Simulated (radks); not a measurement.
Problem. These are the eigenvalues of the occupied orbitals of an atom or ion with whole-number occupations (hartree). Calculated with a radial shooting solver on a logarithmic mesh with Libxc functionals: scalar-relativistic Kohn-Sham, r2SCAN, spin-polarised, spherical densities, finite nucleus; meta-GGA in the generalised Kohn-Sham scheme; Fermi nuclear charge, rms radius of each element as measured or else 0.836 A^(1/3) + 0.57 fm.

orbital  eigenvalue
1s up     -2884.696
1s down   -2884.696
2s up     -507.7968
2s down   -507.7935
2p up     -440.0521
2p down   -440.0495
3s up     -119.6714
3s down   -119.6706
3p up     -99.85338
3p down   -99.85240
3d up     -78.30295
3d down   -78.30079
4s up     -25.94495
4s down   -25.94154
4p up     -19.41731
4p down   -19.41416
4d up     -11.44370
4d down   -11.43992
5s up      -3.82297
5s down    -3.80322
4f up      -2.60178
4f down    -2.59651
5p up      -2.12305
5p down    -2.09780
5d up      -0.24794
6s up      -0.23540
5d down    -0.20595

Which element is it, and in what charge state? The configuration may be excited. Open shells, if any, are filled with parallel spins first.

Solution. Z = 78, platinum, charge 0: Pt in [Xe] 4f14 5d9 6s1. The list shows which subshells hold electrons but not how many an open one holds; the 1s level, -2884.7 hartree, gives Z - s = 76.0 by -(Z - s)^2/2, which with screening and relativity narrows Z to a few neighbours, and the depths of the outer levels then fix element, charge and occupations together.
